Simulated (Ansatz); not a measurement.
Start from `O[SiH](O)S[SiH](O)O` and change one atom or group to get `O[SiH2]S[SiH](O)O`.

Ansatz, PBE0-D4/def2-TZVP geometries, multiplicity 1. Each molecule was computed in one conformer, which needn't be the lowest.

```csv
property,`O[SiH](O)S[SiH](O)O`
size of the dipole moment (ωB97M-V/def2-TZVPP) / D,2.18
HOMO–LUMO gap (PBE/def2-TZVPP) / eV,5.87
HOMO–LUMO gap (PBE0/def2-TZVPP) / eV,8.01
HOMO energy (PBE/def2-TZVPP) / eV,-6.54
size of the dipole moment (PBE/def2-TZVPP) / D,2.12
HOMO energy (ωB97M-V/def2-TZVPP) / eV,-9.99
```

Task: Give the same properties after the change, and the shifts. (Best estimate.)

Result: Ansatz gave: 
```json
{"property": "size of the dipole moment (ωB97M-V/def2-TZVPP) / D", "`O[SiH2]S[SiH](O)O`": "1.71", "shift": "-0.47"}
{"property": "HOMO–LUMO gap (PBE/def2-TZVPP) / eV", "`O[SiH2]S[SiH](O)O`": "5.62", "shift": "-0.25"}
{"property": "HOMO–LUMO gap (PBE0/def2-TZVPP) / eV", "`O[SiH2]S[SiH](O)O`": "7.73", "shift": "-0.28"}
{"property": "HOMO energy (PBE/def2-TZVPP) / eV", "`O[SiH2]S[SiH](O)O`": "-6.51", "shift": "0.03"}
{"property": "size of the dipole moment (PBE/def2-TZVPP) / D", "`O[SiH2]S[SiH](O)O`": "1.72", "shift": "-0.40"}
{"property": "HOMO energy (ωB97M-V/def2-TZVPP) / eV", "`O[SiH2]S[SiH](O)O`": "-9.94", "shift": "0.05"}
```

With PBE0 the HOMO rises by 0.05 eV and the LUMO falls by 0.23 eV, so the gap narrows by about 0.28 eV. PBE moves the HOMO by 0.03 eV and ωB97M-V by 0.05 eV. Dipoles are sizes alone; their direction can turn.
